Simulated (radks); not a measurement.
Results of a calculation; reference values are marked as such.
Problem. Ionisation of Sb, [Kr] 4d10 5s2 5p3, to Sb+, [Kr] 4d10 5s2 5p2, under several functionals. Scalar-relativistic Kohn-Sham, spin-unpolarised, spherical densities, finite nucleus; a radial shooting solver on a logarithmic mesh with Libxc functionals. Known Delta-SCF values: MS2 meta-GGA 8.335 eV; r2SCAN 8.442 eV. What does exchange-only r2SCAN give, and what is its highest occupied eigenvalue?

Solution. 7.604 eV by Delta-SCF; the 5p eigenvalue is -4.195 eV. NIST: 8.608 eV (measured).

Beside tabulated values, note that spin-unpolarised runs miss the spin-polarisation part of the exchange energy of open shells.
